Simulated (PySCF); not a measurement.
C₃H₈ClFSi, SMILES CCC[Si@H](F)Cl. Atoms are numbered in the order given.

```xyz
14

C     -3.4111    -0.4963     0.4124
C     -1.9647    -0.9284     0.2279
C     -1.0209     0.2412    -0.0588
Si     0.7493    -0.2683    -0.2833
F      1.2572    -1.0181     1.0637
Cl     1.9335     1.3951    -0.5523
H     -3.7944     0.0079    -0.4891
H     -3.5102     0.2091     1.2526
H     -4.0655    -1.3568     0.6188
H     -1.9034    -1.6630    -0.5945
H     -1.6181    -1.4609     1.1297
H     -1.0525     0.9816     0.7603
H     -1.3329     0.7850    -0.9688
H      0.9829    -1.1996    -1.4150
```
Charge 0, spin multiplicity 1.

Coordinates come from a PBE0-D3(BJ)/def2-SVP optimisation. The structure was generated by enumeration; whether it is a known compound was not checked. The values are those of a single conformer.

These are PBE/pcSseg-1 in PySCF values and carry that method's errors.

GIAO shieldings, no solvent; atoms listed in one row are averaged. δ = σ(ref) − σ: ¹³C against TMS (σ = 182.0 ppm); ²⁹Si against TMS (σ = 335.4 ppm); ¹⁹F against CFCl3 (σ = 133.6 ppm); ³⁵Cl against HCl (σ = 936.5 ppm); ¹H against TMS (σ = 31.49 ppm), references at their B3LYP-D3(BJ)/def2-TZVP geometries, non-relativistic (without spin–orbit terms, shifts of atoms bonded to Cl or Br come out too high).

Computed chemical shifts:
| nucleus | atoms | count | δ (ppm) |
|---|---|---|---|
| ¹³C | C3 | 1 | 28.6 |
| ¹³C | C1 | 1 | 22.1 |
| ¹³C | C2 | 1 | 21.5 |
| ²⁹Si | Si4 | 1 | 23.1 |
| ¹⁹F | F5 | 1 | -185.8 |
| ³⁵Cl | Cl6 | 1 | 80.2 |
| ¹H | H14 | 1 | 5.95 |
| ¹H | H11 | 1 | 1.74 |
| ¹H | H10 | 1 | 1.59 |
| ¹H | H7, H8, H9 | 3 | 1.37 |
| ¹H | H12 | 1 | 1.31 |
| ¹H | H13 | 1 | 0.89 |
